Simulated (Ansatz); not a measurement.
A series at Si: from `N[SiH](N)N`, ligands are replaced one by one, each step taking up HCl and setting free NH₃; n counts the steps. Ansatz, PBE0-D4/def2-TZVP geometries. Each molecule was computed in one conformer, which needn't be the lowest.

CBS adds triple-zeta CCSD(T) − MP2 to the MP2 limit, frozen cores; atoms without spin–orbit coupling. 

```json
{"n": "0", "molecule": "`N[SiH](N)N`", "atomization energy, CCSD(T)/CBS (kJ/mol)": "3847.8"}
{"n": "1", "molecule": "`N[SiH](N)Cl`", "atomization energy, CCSD(T)/CBS (kJ/mol)": "3098.5"}
{"n": "2", "molecule": "`N[SiH](Cl)Cl`", "atomization energy, CCSD(T)/CBS (kJ/mol)": "?"}
{"n": "3", "molecule": "`Cl[SiH](Cl)Cl`", "atomization energy, CCSD(T)/CBS (kJ/mol)": "1560.5"}
```

Problem. By hand: fit a straight line y = ȳ + b (n − n̄) to the 3 given rows and predict n = 2.

Solution. n̄ = 1.333, ȳ = 2835.60; Σ(n − n̄)(y − ȳ) = -3562.40, Σ(n − n̄)² = 4.667, so b = -763.32 kJ/mol a step. Prediction: 2835.60 + (-763.32) × (0.667) = 2326.5 kJ/mol.

Problem. By hand: compare with the computed value, 2330.6 kJ/mol, and give the steps along the whole series.

Solution. The line misses by 4.1 kJ/mol (computed minus predicted). Steps: -749.3, -767.9, -770.1 kJ/mol.

The steps differ by up to 20.8 kJ/mol, small against a whole step but well beyond the method's doubt, so the ligands' effects don't simply add. The miss is 0.2 % of the series' range. The energies themselves are unsure by some kJ/mol a bond, though much of that is common to the series.
